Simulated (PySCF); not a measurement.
Species: C4H3F2NSe.
SMILES: `N#C[C@@H]1[Se][C@@H](F)[C@H]1F`

Computed, not measured: TDDFT CAM-B3LYP/def2-SVPD, vertical, gas phase, core orbitals frozen in the response in PySCF 2.14.0, density-fitted response routines. One conformer (not necessarily the lowest) at the PBE0-D3(BJ)/def2-SVP geometry, without solvent, vibrations or thermal averaging. The CAM-B3LYP/def2-SVPD calculation is non-relativistic and has no spin–orbit coupling, an omission that weighs most on selenium.

Problem. Predict the UV-vis stick spectrum at this level.

Solution. 

```
state  E (eV)  E (hartree)       f  |μ| (D)  main configurations (H = HOMO, L = LUMO)
   S1    4.03       0.1483  0.0006     0.21                                 H→L (95%)
   S2    5.68       0.2088  0.0056     0.51                               H→L+1 (92%)
   S3    6.40       0.2351   0.060     1.57                  H-1→L (77%), H-2→L (16%)
   S4    6.75       0.2480   0.018     0.85                  H-3→L (50%), H-2→L (17%)
   S5    6.93       0.2547   0.073     1.67                               H→L+2 (82%)
   S6    7.05       0.2591   0.084     1.77     H-2→L (42%), H-3→L (21%), H→L+2 (10%)
```

The lowest singlet comes at 307 nm (389 kJ/mol) in the ultraviolet; it is very weak; its leading configuration is HOMO→LUMO (95%). The most intense listed level is S6 at 7.05 eV (176 nm, f = 0.084), 3.02 eV above S1. It is the last of those listed, so stronger ones may follow. Löwdin shares by element: HOMO selenium 75%, carbon 15% or more; LUMO selenium 57%, carbon 31% or more. Of the 6 states listed, 4 reach f = 0.01 and none stays under 0.0005. Orbital energies (eV): HOMO-3 -11.33, HOMO-2 -11.06, HOMO-1 -10.73, HOMO -9.04, LUMO -0.96, LUMO+1 0.10, LUMO+2 0.80. The listed states span 3.02 eV, and the widest gap between neighbours is 1.65 eV (S1 to S2). The window holds the lowest 6 singlets.
